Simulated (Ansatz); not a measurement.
A short molecular-dynamics run on `[SiH3][O][SnH2][Cl]`.

```yaml
crystal:
  periodic: [false, false, false]
  atoms:
    - {symbol: Si, position_ang: [-0.219682, 1.578693, -0.338424]}
    - {symbol: O, position_ang: [-0.352284, 0.284665, 0.654883]}
    - {symbol: Sn, position_ang: [0.156700, -1.590339, 0.610454]}
    - {symbol: Cl, position_ang: [0.738050, -2.030968, -1.595622]}
    - {symbol: H, position_ang: [-1.069563, 1.419116, -1.549077]}
    - {symbol: H, position_ang: [-0.667886, 2.776519, 0.417228]}
    - {symbol: H, position_ang: [1.189289, 1.778680, -0.776997]}
    - {symbol: H, position_ang: [-1.230010, -2.487109, 0.991344]}
    - {symbol: H, position_ang: [1.543786, -1.775456, 1.569011]}
basis:
  gaussian: {orbitals: def2-SVP}
hamiltonian: {xc: {name: r2SCAN}, dispersion: d3bj}
md: {timestep: 2 fs, n_steps: 20, ensemble: nve, temperature: 500, initial_velocities: maxwell_boltzmann, seed: 998}
```

```sh
$ ansatz run in.yaml --threads 4 --pin off --events-out ev --progress --plain --max-ram 10444MiB
```

```json
{"step": "0", "time (fs)": "0.0", "potential energy (eV)": "-28353.6966", "kinetic (eV)": "0.4524", "T (K)": "500", "conserved (eV)": "-28353.2442"}
{"step": "1", "time (fs)": "2.0", "potential energy (eV)": "-28353.5671", "kinetic (eV)": "0.3415", "T (K)": "377", "conserved (eV)": "-28353.2256"}
{"step": "2", "time (fs)": "4.0", "potential energy (eV)": "-28353.4796", "kinetic (eV)": "0.2697", "T (K)": "298", "conserved (eV)": "-28353.2099"}
{"step": "3", "time (fs)": "6.0", "potential energy (eV)": "-28353.6127", "kinetic (eV)": "0.3728", "T (K)": "412", "conserved (eV)": "-28353.2399"}
{"step": "4", "time (fs)": "8.0", "potential energy (eV)": "-28353.5922", "kinetic (eV)": "0.3585", "T (K)": "396", "conserved (eV)": "-28353.2337"}
{"step": "5", "time (fs)": "10.0", "potential energy (eV)": "-28353.4445", "kinetic (eV)": "0.2250", "T (K)": "249", "conserved (eV)": "-28353.2195"}
{"step": "6", "time (fs)": "12.0", "potential energy (eV)": "-28353.3748", "kinetic (eV)": "0.1601", "T (K)": "177", "conserved (eV)": "-28353.2147"}
{"step": "7", "time (fs)": "14.0", "potential energy (eV)": "-28353.4583", "kinetic (eV)": "0.2370", "T (K)": "262", "conserved (eV)": "-28353.2213"}
{"step": "8", "time (fs)": "16.0", "potential energy (eV)": "-28353.5923", "kinetic (eV)": "0.3567", "T (K)": "394", "conserved (eV)": "-28353.2357"}
{"step": "9", "time (fs)": "18.0", "potential energy (eV)": "-28353.5706", "kinetic (eV)": "0.3301", "T (K)": "365", "conserved (eV)": "-28353.2405"}
{"step": "10", "time (fs)": "20.0", "potential energy (eV)": "-28353.3954", "kinetic (eV)": "0.1871", "T (K)": "207", "conserved (eV)": "-28353.2084"}
{"step": "11", "time (fs)": "22.0", "potential energy (eV)": "-28353.4689", "kinetic (eV)": "0.2420", "T (K)": "267", "conserved (eV)": "-28353.2269"}
{"step": "12", "time (fs)": "24.0", "potential energy (eV)": "-28353.5839", "kinetic (eV)": "0.3415", "T (K)": "377", "conserved (eV)": "-28353.2424"}
{"step": "13", "time (fs)": "26.0", "potential energy (eV)": "-28353.4830", "kinetic (eV)": "0.2571", "T (K)": "284", "conserved (eV)": "-28353.2260"}
{"step": "14", "time (fs)": "28.0", "potential energy (eV)": "-28353.3615", "kinetic (eV)": "0.1450", "T (K)": "160", "conserved (eV)": "-28353.2165"}
{"step": "15", "time (fs)": "30.0", "potential energy (eV)": "-28353.3684", "kinetic (eV)": "0.1511", "T (K)": "167", "conserved (eV)": "-28353.2174"}
{"step": "16", "time (fs)": "32.0", "potential energy (eV)": "-28353.4929", "kinetic (eV)": "0.2663", "T (K)": "294", "conserved (eV)": "-28353.2267"}
{"step": "17", "time (fs)": "34.0", "potential energy (eV)": "-28353.5867", "kinetic (eV)": "0.3447", "T (K)": "381", "conserved (eV)": "-28353.2420"}
{"step": "18", "time (fs)": "36.0", "potential energy (eV)": "-28353.4686", "kinetic (eV)": "0.2416", "T (K)": "267", "conserved (eV)": "-28353.2270"}
{"step": "19", "time (fs)": "38.0", "potential energy (eV)": "-28353.3933", "kinetic (eV)": "0.1845", "T (K)": "204", "conserved (eV)": "-28353.2088"}
{"step": "20", "time (fs)": "40.0", "potential energy (eV)": "-28353.5607", "kinetic (eV)": "0.3199", "T (K)": "354", "conserved (eV)": "-28353.2408"}
```

Velocities are drawn at the set temperature; a run this short doesn't reach equilibrium.

Frames (Å, forces in eV/Å):

```xyz
9
time=0.0 fs
Si   -0.220    1.579   -0.338    0.032    0.510   -0.364
O    -0.352    0.285    0.655   -0.230    0.000    0.494
Sn    0.157   -1.590    0.610    0.041   -0.545    0.422
Cl    0.738   -2.031   -1.596    0.131   -0.079   -0.503
H    -1.070    1.419   -1.549   -0.076    0.017   -0.126
H    -0.668    2.777    0.417   -0.030    0.117    0.033
H     1.189    1.779   -0.777    0.131    0.049   -0.057
H    -1.230   -2.487    0.991   -0.102   -0.060    0.029
H     1.544   -1.775    1.569    0.104   -0.009    0.071
9
time=2.0 fs
Si   -0.214    1.584   -0.343    0.053   -0.251   -0.540
O    -0.366    0.279    0.662   -0.236    0.456    0.123
Sn    0.156   -1.591    0.613    1.398    0.539   -0.278
Cl    0.738   -2.029   -1.602    0.092   -0.065   -0.381
H    -1.065    1.419   -1.578    0.106    0.084    0.195
H    -0.671    2.754    0.426   -0.030    0.344    0.087
H     1.210    1.745   -0.803   -0.132    0.088    0.093
H    -1.096   -2.471    1.024   -1.768   -1.155    0.457
H     1.516   -1.732    1.571    0.517   -0.039    0.245
9
time=4.0 fs
Si   -0.208    1.588   -0.347    0.007   -0.725   -0.475
O    -0.381    0.274    0.669   -0.228    0.799   -0.204
Sn    0.156   -1.592    0.615    1.793    0.912   -0.547
Cl    0.738   -2.026   -1.609    0.045   -0.051   -0.249
H    -1.056    1.422   -1.600    0.189    0.125    0.379
H    -0.675    2.744    0.439    0.036    0.359    0.023
H     1.226    1.715   -0.825   -0.302    0.131    0.214
H    -1.030   -2.499    1.074   -2.178   -1.503    0.607
H     1.508   -1.690    1.582    0.639   -0.046    0.252
9
time=6.0 fs
Si   -0.202    1.592   -0.353   -0.143   -0.879   -0.089
O    -0.396    0.271    0.676   -0.201    0.978   -0.453
Sn    0.156   -1.593    0.616    0.791    0.005    0.063
Cl    0.739   -2.024   -1.616   -0.006   -0.039   -0.116
H    -1.039    1.429   -1.607    0.123    0.125    0.341
H    -0.678    2.748    0.452    0.158    0.185   -0.141
H     1.230    1.690   -0.838   -0.274    0.172    0.264
H    -1.047   -2.585    1.147   -0.826   -0.484    0.084
H     1.525   -1.650    1.603    0.377   -0.062    0.047
9
time=8.0 fs
Si   -0.196    1.594   -0.359   -0.332   -0.865    0.496
O    -0.412    0.270    0.682   -0.149    1.010   -0.627
Sn    0.157   -1.594    0.618    0.010   -0.853    0.788
Cl    0.739   -2.022   -1.624   -0.049   -0.025    0.006
H    -1.019    1.442   -1.601   -0.068    0.088    0.101
H    -0.675    2.759    0.460    0.264   -0.013   -0.293
H     1.224    1.672   -0.842   -0.054    0.197    0.233
H    -1.095   -2.690    1.224    0.409    0.556   -0.474
H     1.556   -1.612    1.625   -0.030   -0.096   -0.230
9
time=10.0 fs
Si   -0.190    1.596   -0.364   -0.481   -0.844    1.022
O    -0.428    0.272    0.686   -0.081    0.927   -0.739
Sn    0.158   -1.595    0.620   -0.236   -1.156    1.171
Cl    0.739   -2.020   -1.631   -0.086   -0.009    0.118
H    -1.000    1.458   -1.592   -0.279    0.035   -0.201
H    -0.661    2.770    0.456    0.293   -0.095   -0.335
H     1.215    1.661   -0.837    0.236    0.194    0.154
H    -1.128   -2.773    1.282    0.968    1.083   -0.763
H     1.586   -1.577    1.639   -0.335   -0.135   -0.428
9
time=12.0 fs
Si   -0.185    1.596   -0.367   -0.530   -0.900    1.177
O    -0.444    0.276    0.689   -0.006    0.760   -0.801
Sn    0.158   -1.596    0.623   -0.266   -1.076    1.211
Cl    0.739   -2.018   -1.638   -0.120    0.008    0.228
H    -0.993    1.475   -1.590   -0.346   -0.003   -0.329
H    -0.637    2.777    0.440    0.232   -0.019   -0.240
H     1.216    1.658   -0.826    0.388    0.155    0.088
H    -1.124   -2.814    1.311    1.088    1.239   -0.848
H     1.603   -1.548    1.636   -0.440   -0.163   -0.485
9
time=14.0 fs
Si   -0.181    1.595   -0.369   -0.452   -1.002    0.861
O    -0.460    0.282    0.690    0.065    0.537   -0.819
Sn    0.159   -1.597    0.626   -0.207   -0.726    0.941
Cl    0.739   -2.016   -1.645   -0.155    0.026    0.338
H    -0.998    1.492   -1.600   -0.194   -0.020   -0.166
H    -0.603    2.784    0.415    0.112    0.161   -0.058
H     1.231    1.660   -0.811    0.267    0.082    0.076
H    -1.079   -2.808    1.308    0.893    1.109   -0.775
H     1.603   -1.525    1.615   -0.328   -0.166   -0.397
9
time=16.0 fs
Si   -0.178    1.592   -0.370   -0.293   -0.998    0.366
O    -0.476    0.289    0.688    0.128    0.276   -0.792
Sn    0.159   -1.599    0.629    0.066    0.002    0.317
Cl    0.739   -2.013   -1.652   -0.189    0.044    0.443
H    -1.011    1.508   -1.617    0.061   -0.032    0.131
H    -0.565    2.796    0.387   -0.003    0.293    0.099
H     1.257    1.666   -0.794   -0.028   -0.012    0.093
H    -0.999   -2.760    1.275    0.272    0.563   -0.473
H     1.591   -1.509    1.579   -0.014   -0.136   -0.184
9
time=18.0 fs
Si   -0.175    1.588   -0.370   -0.149   -0.736    0.064
O    -0.492    0.297    0.685    0.183   -0.018   -0.713
Sn    0.160   -1.601    0.632    0.827    1.312   -0.684
Cl    0.738   -2.011   -1.658   -0.218    0.063    0.535
H    -1.022    1.523   -1.629    0.251   -0.054    0.335
H    -0.528    2.820    0.363   -0.060    0.223    0.132
H     1.282    1.671   -0.773   -0.284   -0.107    0.089
H    -0.909   -2.690    1.224   -0.950   -0.607    0.163
H     1.578   -1.498    1.535    0.400   -0.075    0.080
9
time=20.0 fs
Si   -0.172    1.583   -0.371   -0.064   -0.247    0.070
O    -0.507    0.305    0.680    0.228   -0.346   -0.575
Sn    0.160   -1.603    0.635    1.708    2.636   -1.571
Cl    0.738   -2.009   -1.663   -0.241    0.080    0.605
H    -1.023    1.536   -1.628    0.289   -0.084    0.328
H    -0.492    2.852    0.345   -0.071   -0.035    0.060
H     1.296    1.672   -0.748   -0.356   -0.184    0.038
H    -0.855   -2.644    1.179   -2.146   -1.796    0.791
H     1.580   -1.489    1.495    0.653   -0.024    0.254
9
time=22.0 fs
Si   -0.170    1.578   -0.371   -0.021    0.263    0.286
O    -0.522    0.312    0.673    0.257   -0.697   -0.381
Sn    0.161   -1.603    0.638    1.312    2.353   -1.418
Cl    0.737   -2.006   -1.668   -0.262    0.091    0.658
H    -1.013    1.546   -1.615    0.168   -0.112    0.106
H    -0.460    2.883    0.328   -0.080   -0.305   -0.014
H     1.296    1.666   -0.722   -0.214   -0.232   -0.051
H    -0.883   -2.666    1.164   -1.667   -1.327    0.577
H     1.608   -1.482    1.464    0.506   -0.035    0.238
9
time=24.0 fs
Si   -0.167    1.573   -0.370    0.007    0.597    0.532
O    -0.536    0.317    0.666    0.271   -1.028   -0.159
Sn    0.163   -1.603    0.640    0.225    1.159   -0.738
Cl    0.735   -2.004   -1.672   -0.279    0.097    0.696
H    -0.997    1.551   -1.597   -0.039   -0.126   -0.229
H    -0.430    2.902    0.311   -0.112   -0.430   -0.016
H     1.288    1.652   -0.698    0.064   -0.249   -0.152
H    -0.975   -2.739    1.172   -0.205    0.073   -0.035
H     1.655   -1.476    1.443    0.068   -0.093    0.100
9
time=26.0 fs
Si   -0.164    1.569   -0.369    0.032    0.659    0.564
O    -0.550    0.320    0.658    0.275   -1.285    0.047
Sn    0.165   -1.602    0.641   -0.403    0.421   -0.333
Cl    0.734   -2.001   -1.676   -0.288    0.100    0.724
H    -0.982    1.552   -1.588   -0.175   -0.123   -0.449
H    -0.405    2.905    0.293   -0.164   -0.351    0.068
H     1.282    1.627   -0.680    0.296   -0.243   -0.223
H    -1.075   -2.809    1.178    0.791    0.964   -0.370
H     1.704   -1.473    1.425   -0.364   -0.143   -0.029
9
time=28.0 fs
Si   -0.161    1.566   -0.368    0.085    0.459    0.228
O    -0.562    0.320    0.651    0.276   -1.428    0.199
Sn    0.167   -1.602    0.643   -0.639    0.164   -0.252
Cl    0.732   -1.999   -1.678   -0.292    0.100    0.744
H    -0.974    1.548   -1.597   -0.116   -0.099   -0.365
H    -0.386    2.895    0.278   -0.213   -0.112    0.202
H     1.288    1.594   -0.671    0.293   -0.214   -0.226
H    -1.144   -2.842    1.170    1.218    1.291   -0.452
H     1.739   -1.476    1.406   -0.612   -0.161   -0.077
9
time=30.0 fs
Si   -0.159    1.563   -0.366    0.189    0.109   -0.307
O    -0.574    0.316    0.644    0.284   -1.436    0.271
Sn    0.168   -1.601    0.645   -0.722    0.173   -0.390
Cl    0.730   -1.996   -1.680   -0.290    0.097    0.755
H    -0.970    1.540   -1.619    0.077   -0.057   -0.052
H    -0.375    2.880    0.271   -0.234    0.142    0.314
H     1.305    1.552   -0.670    0.050   -0.149   -0.161
H    -1.167   -2.826    1.144    1.271    1.268   -0.395
H     1.752   -1.485    1.384   -0.625   -0.146   -0.033
9
time=32.0 fs
Si   -0.155    1.561   -0.364    0.288   -0.199   -0.672
O    -0.586    0.309    0.637    0.307   -1.308    0.262
Sn    0.169   -1.600    0.646   -0.642    0.442   -0.715
Cl    0.727   -1.993   -1.681   -0.282    0.092    0.753
H    -0.963    1.530   -1.644    0.239   -0.002    0.247
H    -0.373    2.870    0.276   -0.200    0.218    0.315
H     1.324    1.504   -0.675   -0.242   -0.043   -0.067
H    -1.142   -2.761    1.104    0.935    0.904   -0.217
H     1.740   -1.500    1.361   -0.405   -0.105    0.094
9
time=34.0 fs
Si   -0.152    1.558   -0.363    0.300   -0.352   -0.650
O    -0.597    0.299    0.631    0.345   -1.063    0.186
Sn    0.170   -1.599    0.648   -0.102    1.166   -1.247
Cl    0.725   -1.990   -1.681   -0.263    0.086    0.733
H    -0.947    1.520   -1.659    0.265    0.056    0.362
H    -0.379    2.869    0.292   -0.112    0.060    0.184
H     1.334    1.455   -0.683   -0.390    0.082    0.015
H    -1.080   -2.662    1.055   -0.046    0.011    0.141
H     1.712   -1.518    1.342    0.002   -0.046    0.276
9
time=36.0 fs
Si   -0.148    1.555   -0.363    0.201   -0.418   -0.273
O    -0.607    0.286    0.626    0.390   -0.735    0.073
Sn    0.171   -1.598    0.649    1.052    2.284   -1.875
Cl    0.721   -1.987   -1.681   -0.234    0.079    0.697
H    -0.921    1.512   -1.660    0.136    0.104    0.243
H    -0.389    2.870    0.316   -0.003   -0.187    0.000
H     1.328    1.409   -0.690   -0.310    0.192    0.058
H    -1.021   -2.562    1.012   -1.651   -1.327    0.638
H     1.685   -1.539    1.333    0.419    0.009    0.439
9
time=38.0 fs
Si   -0.144    1.551   -0.364    0.018   -0.513    0.267
O    -0.615    0.271    0.621    0.426   -0.379   -0.044
Sn    0.172   -1.596    0.649    1.445    2.500   -2.028
Cl    0.718   -1.984   -1.679   -0.201    0.069    0.659
H    -0.890    1.508   -1.651   -0.094    0.134   -0.047
H    -0.399    2.864    0.340    0.087   -0.336   -0.136
H     1.311    1.370   -0.695   -0.029    0.258    0.060
H    -1.024   -2.513    0.993   -2.203   -1.757    0.785
H     1.674   -1.559    1.341    0.552    0.023    0.483
9
time=40.0 fs
Si   -0.140    1.547   -0.364   -0.199   -0.704    0.675
O    -0.623    0.255    0.616    0.444   -0.041   -0.145
Sn    0.174   -1.593    0.648    0.234    1.253   -1.475
Cl    0.715   -1.980   -1.677   -0.170    0.057    0.627
H    -0.862    1.509   -1.645   -0.297    0.148   -0.311
H    -0.406    2.846    0.359    0.129   -0.295   -0.160
H     1.293    1.342   -0.698    0.304    0.278    0.042
H    -1.112   -2.532    1.004   -0.733   -0.692    0.382
H     1.684   -1.578    1.367    0.289   -0.003    0.365
```

Run time 23 s (4 threads of an INTEL XEON PLATINUM 8581C on a shared host); peak host memory 0.44 GiB.
